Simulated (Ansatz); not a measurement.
Reaction (ligand exchange at a Ga–N bond): `CC[N](C)[GaH][CH3]` + CH₃OH → `C[O][GaH][CH3]` + `CCNC`

Computed with Ansatz on PBE0-D4/def2-TZVP structures; ΔE is electronic, products minus reactants. CCSD(T)/CBS is the MP2 limit (def2-TZVPP, def2-QZVPP) plus CCSD(T) − MP2 in def2-TZVPP, frozen cores. This one scheme is used for every species. DFT in def2-TZVPP. B3LYP here is the variant with VWN-RPA as its local correlation; programs differ in this. For Ga outer-core shells are correlated without core-valence functions, which leaves a few kJ/mol of doubt a bond. Scalar relativity is left out up to krypton. One conformer a species, not always the lowest.

`CC[N](C)[GaH][CH3]`:

Z-matrix (Å, degrees):
```
C
C 1 1.523
H 1 1.093 2 110.5
H 1 1.092 2 111.8 3 120.3
H 1 1.093 2 110.6 3 -119.9
N 2 1.445 1 114.4 3 -59.5
H 2 1.102 1 108.9 3 177.6
H 2 1.094 1 108.8 3 62.3
Ga 6 1.828 2 122.7 1 109.0
C 6 1.441 2 114.3 1 -71.0
C 9 1.964 6 117.4 2 0.3
H 9 1.567 6 114.6 2 179.9
H 10 1.098 6 112.9 2 64.0
H 10 1.100 6 111.3 2 -56.5
H 10 1.092 6 110.3 2 -176.0
H 11 1.093 9 110.8 6 -55.3
H 11 1.091 9 111.5 6 -176.1
H 11 1.093 9 110.4 6 63.7
```

CH₃OH:

Z-matrix (Å, degrees):
```
C
O 1 1.409
H 1 1.097 2 112.4
H 1 1.090 2 107.0 3 -118.5
H 1 1.097 2 112.4 3 123.0
H 2 0.959 1 108.5 3 -61.6
```

`C[O][GaH][CH3]`:

```xyz
11

C    -0.112    0.803   -1.654
O     0.802   -0.191   -1.286
Ga    0.871   -0.942    0.338
C    -0.421   -0.324    1.677
H    -0.723    0.461   -2.498
H     0.421    1.706   -1.974
H    -0.797    1.090   -0.844
H     1.998   -2.016    0.436
H    -0.292    0.745    1.866
H    -0.303   -0.858    2.620
H    -1.443   -0.473    1.319
```

`CCNC`:

Z-matrix (Å, degrees):
```
C
C 1 1.514
H 1 1.092 2 110.6
H 1 1.092 2 111.0 3 120.6
H 1 1.094 2 111.0 3 -119.8
N 2 1.447 1 111.2 3 57.6
H 2 1.096 1 109.7 3 -61.5
H 2 1.106 1 109.7 3 -177.6
C 6 1.445 2 113.2 1 177.3
H 6 1.013 2 109.3 1 54.5
H 9 1.104 6 114.0 2 -54.9
H 9 1.094 6 109.5 2 65.4
H 9 1.092 6 109.9 2 -176.7
```

Task: Is it downhill or uphill in electronic energy at CCSD(T)/CBS, and by how much? (Estimate.)

Result: Computed: Downhill: ΔE = -11.6 kJ/mol.

Task: What do these levels give: revPBE-D4, BLYP-D4, r2SCANh-D4, r2SCAN0-D4, CAM-B3LYP-D4, r2SCAN, B3LYP, r2SCANh, LC-ωPBE, RPA@PBE/def2-TZVPP, HF/def2-TZVPP, CCSD/CBS(def2)? (Estimate.)

Result: Ansatz gave: revPBE-D4 -13.5, BLYP-D4 -16.9, r2SCANh-D4 -20.0, r2SCAN0-D4 -19.8, CAM-B3LYP-D4 -20.8, r2SCAN -22.4, B3LYP -27.9, r2SCANh -22.2, LC-ωPBE -23.0, RPA@PBE/def2-TZVPP -12.9, HF/def2-TZVPP -36.8, CCSD/CBS(def2) -14.6 kJ/mol.

Largest T1 diagnostic among the species: 0.014.

In def2-TZVPP, CCSD(T) changes the Hartree–Fock value by +23.1 kJ/mol (the triples alone add +3.0 kJ/mol) and MP2 by +25.5 kJ/mol. Leaving LDA and LC-ωPBE aside and taking each functional with its dispersion term where it has one, the values, not all of them listed here, spread over 10.0 kJ/mol, from B97M-V to revPBE-D4. LDA lies +10.0 kJ/mol from PBE without D4. At CCSD(T), def2-SVP lies −4.9 kJ/mol from the extrapolated value and def2-TZVPP −2.1 kJ/mol.
